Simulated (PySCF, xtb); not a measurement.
Sn(F)3(OSiH3) (F₃H₃OSiSn), SMILES [F][Sn]([O][SiH3])([F])[F]. Other conformers were not sampled.

Harmonic wavenumbers (cm⁻¹) from GFN2-xTB (xtb) at its own minimum, in rising order: 19, 63, 82, 94, 97, 114, 159, 160, 250, 438, 448, 455, 587, 597, 715, 747, 773, 811, 2244, 2251, 2290.

What does PBE0-D3(BJ)/def2-SVP run with PySCF give at its own minimum? (Estimate from the structure and the level; the computed values follow.)

21, 60, 62, 138, 150, 181, 185, 200, 496, 655, 684, 686, 718, 723, 942, 951, 961, 996, 2244, 2247, 2273. Paired by order, the mean absolute difference is 108 cm⁻¹ and the zero-point energies are 19.1 and 22.3 kcal/mol.
